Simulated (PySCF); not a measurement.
**Shapes and spin states of HRuS**

These are results of PBE0 in PySCF with Ru def2-TZVP with ECP28, S def2-TZVP, H def2-TZVP; scalar-relativistic core potentials, no spin–orbit coupling; density-fitted integrals, not measurements.

Relaxations began from a few typed shapes and spin states; open shells are unrestricted. The search is not exhaustive: other isomers or separated fragments can lie lower, and high-lying points may rest on an excited occupation.

```csv
spin,group,bonds,angles,imaginary modes (cm⁻¹),ΔE (kJ/mol),ΔE with ZPE (kJ/mol)
quartet,Cs,"Ru–H 1.571 Å, Ru–S 2.046 Å",H–Ru–S 93.5°,none,0.0,0.0
quartet,Cs,"Ru–H 1.606 Å, Ru–S 2.046 Å",H–Ru–S 94.8°,none,34.7,33.2
broken-symmetry Ms = 1/2 (⟨S²⟩ 1.76),Cs,"Ru–H 1.569 Å, Ru–S 2.047 Å",H–Ru–S 94.5°,none,47.9,47.9
doublet (⟨S²⟩ 1.44),Cs,"Ru–H 1.575 Å, Ru–S 2.026 Å",H–Ru–S 97.6°,none,67.1,66.1
sextet,Cs,"Ru–H 1.687 Å, Ru–S 2.134 Å",H–Ru–S 131.4°,none,105.8,102.3
sextet,C∞v,"Ru–H 1.701 Å, Ru–S 2.182 Å",H–Ru–S 180.0°,"66i, 66i",115.9,–
quartet (⟨S²⟩ 4.31),C∞v,"Ru–H 1.716 Å, Ru–S 2.194 Å",H–Ru–S 180.0°,"576i, 265i",140.4,–
```

The lowest minimum found is the quartet Cs: Ru–H 1.571 Å, Ru–S 2.046 Å; H–Ru–S 93.5°.

For the lowest minimum: with open d or f shells other occupations or spin states may lie lower.

The electron or spin density has lower symmetry than the nuclear frame for the quartet (⟨S²⟩ 4.31) C∞v at 140.4 kJ/mol.
